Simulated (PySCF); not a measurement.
## F²⁺ (fluorine, charge +2): UHF calculation

Configuration: [He] 2s1 2p4, high-spin 4P determinant (an excited configuration). Calculation: PySCF 2.14, in x2c-TZVPPall; the spin-free X2C one-electron Hamiltonian (Gaussian nucleus).

* Total energy: -97.001183 hartree
* One-electron energy: -125.7008 hartree
* Hartree (Coulomb) energy: 37.9027 hartree
* Exchange energy: -9.2031 hartree
* ⟨S²⟩: 3.7529
* ⟨L²⟩: 2.004
* Sum of ⟨r⟩: 4.838 bohr
* Sum of ⟨r²⟩: 5.068 bohr²
* Traceless quadrupole moment −½Σ⟨3z² − r²⟩ along its main axis: -0.425 e·bohr²
* Langevin diamagnetic susceptibility: -4.01 ×10⁻⁶ cm³/mol

```csv
shell,electrons,mean orbital energy (hartree),spread (hartree),"rms radius, mean of both spins (bohr)"
1s α,1,-28.17923,0,0.204
1s β,1,-27.94762,0,0.204
2s α,1,-3.24160,0,0.981
2p α,3,-2.33677,0.12217,1.00
2p β,1,-1.92282,0,1.00
```

Spin-orbit constants ζ (cm⁻¹) from the X2C one-electron operator on these orbitals: bare nucleus, nucleus screened by l(l+1)(2l+1)/3 electrons, and screened by the Breit-Pauli mean field of the electrons.

| shell | bare | screened nucleus | mean field |
| --- | --- | --- | --- |
| 2p | 550.4 | 428.1 | 379.3 |

To first order the Landé constant is A = -126.4 cm⁻¹, so the lowest level has J = 5/2 and lies 0.0235 eV below the centre of the term. This holds in LS coupling only.
